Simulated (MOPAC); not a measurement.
Input file for MOPAC: AM1 on BeFHO (SMILES [OH][Be][F]), a point of a bond scan (R = 0.954 Å).

```
AM1 1SCF PRECISE CHARGE=0 THREADS=1
BeFHO

Be     0.02934244 1     0.01481768 1    -0.02556009 1
F      0.98280109 1     0.52800817 1    -0.89505489 1
O     -0.99864586 1    -0.46736623 1     0.82454057 1
H     -0.97341266 1    -1.07241437 1     1.56140982 1
```

Output:

```
*******************************************************************************
 **                                                                           **
 **                              MOPAC v23.2.5                                **
 **                                                                           **
 *******************************************************************************
 ** MOPAC's Digital Object Identifier: https://doi.org/10.5281/zenodo.6511958 **
 **                                                                           **
 ** Please cite the open-source release paper for use of this MOPAC version:  **
 ** J. E. Moussa and J. J. P. Stewart (2026)                                  **
 ** MOPAC: An open-source semiempirical molecular orbital program             **
 ** J. Open Source Softw., 11(119), 8025, https://doi.org/10.21105/joss.08025 **
 *******************************************************************************

                              AM1 CALCULATION RESULTS

 *******************************************************************************
 *  AM1        - The AM1 Hamiltonian to be used
 *
 *
 *
 *                 CHARGE ON SYSTEM = 0
 *
 *
 *
 *  PRECISE    - TIGHTER CRITERIA TO BE USED
 *  1SCF       - DO 1 SCF AND THEN STOP
 *  THREADS=1  - MULTI-THREADING NOT USED
 *  T=         - A TIME OF 172800.0 SECONDS REQUESTED
 *  DUMP=N     - RESTART FILE WRITTEN EVERY 7200.0 SECONDS REQUESTED
 *******************************************************************************
AM1 1SCF PRECISE CHARGE=0 THREADS=1
 BeFHO

   ATOM   CHEMICAL          X               Y               Z
  NUMBER   SYMBOL      (ANGSTROMS)     (ANGSTROMS)     (ANGSTROMS)

     1      Be          0.02934244  *   0.01481768  *  -0.02556009  *
     2       F          0.98280109  *   0.52800817  *  -0.89505489  *
     3       O         -0.99864586  *  -0.46736623  *   0.82454057  *
     4       H         -0.97341266  *  -1.07241437  *   1.56140982  *



          CARTESIAN COORDINATES

    NO.       ATOM           X           Y           Z

     1        Be          0.0293      0.0148     -0.0256
     2         F          0.9828      0.5280     -0.8951
     3         O         -0.9986     -0.4674      0.8245
     4         H         -0.9734     -1.0724      1.5614

  H: (AM1): M.J.S. DEWAR ET AL, J. AM. CHEM. SOC. 107 3902-3909 (1985)
 Be: (AM1): J. J. P. STEWART, J. MOL. MOD., 10, 155-164 (2004)
  O: (AM1): M.J.S. DEWAR ET AL, J. AM. CHEM. SOC. 107 3902-3909 (1985)
  F: (AM1): M.J.S. DEWAR AND E. G. ZOEBISCH, THEOCHEM, 180, 1 (1988).

           Empirical Formula: H O Be F  =     4 atoms



      MOLECULAR POINT GROUP   :   Cs


      RHF CALCULATION, NO. OF DOUBLY OCCUPIED LEVELS = 8


 -------------------------------------------------------------------------------
 AM1 1SCF PRECISE CHARGE=0 THREADS=1
 BeFHO



     1SCF WAS SPECIFIED, SO BFGS WAS NOT USED
     SCF FIELD WAS ACHIEVED


                              AM1 CALCULATION
                                                       MOPAC v23.2.5 Linux




          FINAL HEAT OF FORMATION =       -165.70573 KCAL/MOL =    -693.31278 KJ/MOL


          COSMO AREA              =         77.17 SQUARE ANGSTROMS
          COSMO VOLUME            =         59.41 CUBIC ANGSTROMS

          IONIZATION POTENTIAL    =         12.020509 EV
          HOMO LUMO ENERGIES (EV) =        -12.021  0.587
          NO. OF FILLED LEVELS    =          8
          MOLECULAR WEIGHT        =         45.0179         POINT GROUP:  Cs

          MOLECULAR DIMENSIONS (Angstroms)

            Atom       Atom       Distance
            H     4    F     2     3.52453
            O     3    H     4     0.55691
            H     4   Be     1     0.00000


          SCF CALCULATIONS        =          1





   ATOM   CHEMICAL          X               Y               Z
  NUMBER   SYMBOL      (ANGSTROMS)     (ANGSTROMS)     (ANGSTROMS)

     1      Be          0.02934244  *   0.01481768  *  -0.02556009  *
     2       F          0.98280109  *   0.52800817  *  -0.89505489  *
     3       O         -0.99864586  *  -0.46736623  *   0.82454057  *
     4       H         -0.97341266  *  -1.07241437  *   1.56140982  *

                             CARTESIAN COORDINATES

   1   Be        0.029342440     0.014817680    -0.025560090
   2    F        0.982801090     0.528008170    -0.895054890
   3    O       -0.998645860    -0.467366230     0.824540570
   4    H       -0.973412660    -1.072414370     1.561409820


           Empirical Formula: H O Be F  =     4 atoms



      MOLECULAR POINT GROUP   :   Cs


                  EIGENVALUES
 -47.27925 -35.73591 -17.06745 -14.34831 -14.01221 -13.67847 -12.23626 -12.02051
   0.58712   2.38558   2.45400   5.60803   6.90090


              NET ATOMIC CHARGES AND DIPOLE CONTRIBUTIONS

  ATOM NO.   TYPE          CHARGE      No. of ELECS.   s-Pop       p-Pop
    1         Be           0.788990        1.2110     0.29955     0.91146
    2          F          -0.411451        7.4115     1.81624     5.59521
    3          O          -0.615787        6.6158     1.76665     4.84913
    4          H           0.238248        0.7618     0.76175
 DIPOLE           X         Y         Z       TOTAL
 POINT-CHG.     0.009    -0.832     1.020     1.316
 HYBRID        -0.024    -0.140     0.179     0.229
 SUM           -0.015    -0.973     1.199     1.544


          ATOMIC ORBITAL ELECTRON POPULATIONS

     Atom    s        px        py        pz
    1 Be   0.29955   0.25759   0.32917   0.32470
    2  F   1.81624   1.86675   1.85683   1.87163
    3  O   1.76665   1.78637   1.58603   1.47673
    4  H   0.76175

 **********************
 *                    *
 * JOB ENDED NORMALLY *
 *                    *
 **********************




 == MOPAC DONE ==
```

The run finished.

Cost: about 0.020 core-seconds (a rough figure).
